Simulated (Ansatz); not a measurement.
`[BH2][GaH][O]CC` + `CCI` → `BCCI` + `CC[O][GaH2]`  (formal exchange of groups at a B–Ga bond)

Isolated molecules relaxed with PBE0-D4/def2-TZVP in Ansatz; ΔE leaves out vibrations. CCSD(T)/CBS adds triple-zeta CCSD(T) − MP2 to the extrapolated MP2 energy (def2 sets, frozen cores). def2 core potentials past Kr. For Ga, I outer-core shells are correlated without core-valence functions, which leaves a few kJ/mol of doubt a bond. Scalar relativity is left out up to krypton. Each species was taken in one conformer, which may not be the lowest.

```tsv
species	HF/CBS(def2) energy (Eh)
`[BH2][GaH][O]CC`	-2103.29331
`CCI`	-375.34525
`BCCI`	-400.59898
`CC[O][GaH2]`	-2078.04296
```

(1) Work out ΔE.

Largest T1 diagnostic among the species: 0.014.

Answers

(1) ΔE = (-400.59898) + (-2078.04296) − (-2103.29331) − (-375.34525) = -0.00338 Eh = -2.1 kcal/mol. CCSD(T)/CBS gives -1.2 kcal/mol.

The D4 term adds −0.7 kcal/mol with B3LYP and −0.4 kcal/mol with PBE0; it sums over pairs of atoms, weighted by their polarisabilities, and B3LYP, whose exchange is more repulsive, gets the larger term.

B3LYP here is the variant with VWN-RPA as its local correlation; programs differ in this.
